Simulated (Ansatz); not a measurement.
Two isomers of C2H5FSi: A = `CC[Si]F`, B = `F/C=C/[SiH3]`.

Computed with Ansatz on PBE0-D4/def2-TZVP structures; ΔE is electronic, products minus reactants. CCSD(T)/CBS adds triple-zeta CCSD(T) − MP2 to the extrapolated MP2 energy (def2 sets, frozen cores). Functionals use def2-TZVPP. B3LYP here is the variant with VWN-RPA as its local correlation; programs differ in this. Each species was taken in one conformer, which may not be the lowest.

A:

```xyz
9

C     0.3148    0.7323    0.5194
C     0.1080   -0.7214    0.1135
Si   -0.6340   -1.1210   -1.5798
F    -1.3317    0.3001   -1.9261
H    -0.6099    1.3040    0.4240
H     0.6604    0.8213    1.5524
H     1.0578    1.2184   -0.1172
H    -0.5958   -1.2234    0.8033
H     1.0304   -1.3104    0.2106
```

B:

Z-matrix (Å, degrees):
```
Si
C 1 1.852
H 1 1.487 2 110.8
H 1 1.487 2 108.6 3 120.1
H 1 1.487 2 110.8 3 -119.8
C 2 1.322 1 121.1 3 -120.1
H 2 1.087 1 121.3 3 59.9
F 6 1.336 2 122.8 1 -180.0
H 6 1.086 2 125.9 1 0.0
```

Question: Which isomer does CCSD(T)/CBS put lower? Give the gap. (Estimate.)

Answer: The calculation gave: A, by 144.2 kJ/mol.

Question: Give E(B) − E(A) in kJ/mol with B3LYP-D4, MP2/def2-TZVPP, CCSD/def2-TZVPP, B2PLYP, PBE-D4, B3LYP, PBE0-D4. (Estimate.)

Answer: The calculation gave: B3LYP-D4 136.0, MP2/def2-TZVPP 143.1, CCSD/def2-TZVPP 143.0, B2PLYP 137.3, PBE-D4 134.0, B3LYP 134.1, PBE0-D4 136.7. None reverses the order clearly.

Question: Does the order hold for the free energy at 298.15 K (harmonic terms from PBE0-D4)? (Estimate.)

Answer: The calculation gave: Yes: G(B) − G(A) = +130.2 kJ/mol, for one conformer each. Modes under 60 cm⁻¹, often nearly free rotors, make the harmonic entropy too high.

Largest T1 diagnostic: 0.013.

From r2SCAN to r2SCAN0 (25 % exact exchange), in def2-TZVPP and without D4, E(B) − E(A) moves by +6.6 kJ/mol. In def2-TZVPP, CCSD(T) changes the Hartree–Fock value by +17.4 kJ/mol (the triples alone add −3.1 kJ/mol) and MP2 by +20.6 kJ/mol.
